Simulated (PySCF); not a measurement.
C2H8N2Si2, SMILES CN[Si@H]1C=N[SiH2]1.

The structure is a stationary point at PBE0-D3(BJ)/def2-SVP. The structure was generated by enumeration; whether it is a known compound was not checked. The values are those of a single conformer.

Two levels are set side by side: TDDFT-PBE/def2-SVPD (PySCF) and TDDFT-M06-2X/def2-SVPD (PySCF). Vertical, same geometry. The lowest singlet is HOMO→LUMO 96 % with PBE and HOMO→LUMO 73 %, HOMO−1→LUMO 16 % with the other functional; states are paired by order. Differences are taken from unrounded values.

```json
[
 {"quantity": "lowest singlet excitation (eV)", "TDDFT-M06-2X": "3.33", "TDDFT-PBE": "3.27", "TDDFT-PBE minus TDDFT-M06-2X": "-0.06"},
 {"quantity": "lowest triplet excitation (TDA) (eV)", "TDDFT-M06-2X": "2.83", "TDDFT-PBE": "2.66", "TDDFT-PBE minus TDDFT-M06-2X": "-0.17"}
]
```

Rough cost on one machine, each run with all the roots and properties that it gave: TDDFT-M06-2X against TDDFT-PBE about 20 times.
